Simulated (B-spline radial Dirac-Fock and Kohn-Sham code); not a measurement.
# V¹⁴⁺: eigenvalues, ΔSCF and the reference

System: vanadium as V¹⁴⁺, configuration [He] 2s2 2p5.

The density-functional columns are spherical, spin-unpolarised Dirac-Kohn-Sham results without Breit or QED terms: −ε is minus the orbital energy of the initial state and ΔSCF the difference of two total energies. The reference in the last column comes from Dirac-Fock (average of configuration) total-energy differences with a finite nucleus, the Breit interaction including its frequency dependence, and self-energy and vacuum-polarisation corrections. All numbers are from a B-spline atomic structure program, in eV; a selection of levels is shown.

```
level  LDA −ε  LDA ΔSCF  Dirac-Fock
   1s  5838.0    5994.4      5983.6
   2s  1030.6    1068.2      1079.1
   2p   941.5     984.2       981.6
```

Values without a named source are computed, but for edge energies of neutral atoms, which are taken from tables.
